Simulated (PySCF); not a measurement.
# TDDFT excited states: H3ISi

Species: SiIH3.
SMILES: `[SiH3]I`

The calculation used TDDFT wB97X-D/def2-SVPD, vertical, gas phase, core orbitals frozen in the response, def2 core potentials past Kr (PySCF 2.14.0, density-fitted response routines). Geometry: PBE0-D3(BJ)/def2-SVP; no solvent, vibrations or thermal averaging. Spin–orbit coupling is left out.

Predict the UV-vis stick spectrum at this level.

```json
{"state": "S1", "E (eV)": "5.56", "ν̃ (cm⁻¹)": "44850", "f": "0.011", "symmetry": "E", "main configurations (H = HOMO, L = LUMO)": "H-1/H→L (≥93%)"}
{"state": "S2", "E (eV)": "5.56", "ν̃ (cm⁻¹)": "44850", "f": "0.011", "symmetry": "E", "main configurations (H = HOMO, L = LUMO)": "H-1/H→L (≥93%)"}
{"state": "S3", "E (eV)": "7.08", "ν̃ (cm⁻¹)": "57120", "f": "0.061", "symmetry": "E", "main configurations (H = HOMO, L = LUMO)": "H-1/H→L+1 (≥94%)"}
{"state": "S4", "E (eV)": "7.08", "ν̃ (cm⁻¹)": "57120", "f": "0.061", "symmetry": "E", "main configurations (H = HOMO, L = LUMO)": "H-1/H→L+1 (≥94%)"}
{"state": "S5", "E (eV)": "7.34", "ν̃ (cm⁻¹)": "59160", "f": "0.0000", "symmetry": "–", "main configurations (H = HOMO, L = LUMO)": "H-1/H→L+3 (≥38%), H-1/H→L+4 (≥21%)"}
{"state": "S6", "E (eV)": "7.45", "ν̃ (cm⁻¹)": "60070", "f": "0.0012", "symmetry": "–", "main configurations (H = HOMO, L = LUMO)": "H-1/H→L+3 (≥40%), H-1/H→L+4 (≥40%)"}
{"state": "S7", "E (eV)": "7.45", "ν̃ (cm⁻¹)": "60080", "f": "0.0013", "symmetry": "–", "main configurations (H = HOMO, L = LUMO)": "H-1/H→L+3 (≥40%), H-1/H→L+4 (≥40%)"}
{"state": "S8", "E (eV)": "7.49", "ν̃ (cm⁻¹)": "60430", "f": "0.0006", "symmetry": "–", "main configurations (H = HOMO, L = LUMO)": "H-2→L (29%), H-1/H→L+4 (≥14%), H-1/H→L+3 (≥14%)"}
{"state": "S9", "E (eV)": "7.97", "ν̃ (cm⁻¹)": "64300", "f": "0.020", "symmetry": "E", "main configurations (H = HOMO, L = LUMO)": "H-1/H→L+2 (≥88%)"}
{"state": "S10", "E (eV)": "7.97", "ν̃ (cm⁻¹)": "64300", "f": "0.020", "symmetry": "E", "main configurations (H = HOMO, L = LUMO)": "H-1/H→L+2 (≥88%)"}
```

Triplets, Tamm–Dancoff:

```tsv
state	E (eV)	λ (nm)	main configurations (H = HOMO, L = LUMO)
T1	5.13	241.5	H-1/H→L (≥92%)
T2	5.13	241.5	H-1/H→L (≥92%)
T3	6.70	185.0	H-2→L (84%)
```

The lowest singlet level (S1/S2) lies at 5.56 eV (223 nm, ultraviolet) and is weak. The strongest level in the table is S3/S4 at 7.08 eV (175 nm, f = 0.123 summed). S1/S2, S3/S4, S6/S7 and S9/S10 lie within about 0.01 eV of each other in each set; the point group C3v has degenerate representations, and within a degenerate level the listed configurations can mix freely. Löwdin shares by element: HOMO (one of a set within 0.03 eV) iodine 85%, silicon 10%; LUMO iodine 48%, silicon 31%, hydrogen 14% or more. Of the 10 states listed, 6 reach f = 0.01 and 1 stays under 0.0005. Weighted by f, the mean energy of these states is 7.10 eV. Orbital energies (eV): HOMO-3 -12.51, HOMO-2 -11.51, HOMO-1 -9.49, HOMO -9.49, LUMO 0.69, LUMO+1 1.79, LUMO+2 2.22. All these states lie below the vertical ionisation energy of 10.01 eV (ΔSCF). Symmetry labels in C3v follow from the direction of the transition dipole and are given only for states with f of 0.002 or more. Orbitals of the list HOMO-3 to LUMO+2 that lie within 0.01 eV of each other are written together with a slash and their weights summed (≥ marks a lower bound); for degenerate orbitals outside that list single weights are arbitrary. Only the lowest 10 singlets were computed, as vertical energies without vibronic structure.

Time: 4.9 s of wall time. Hardware: x86-64 server, one thread, on a shared host.
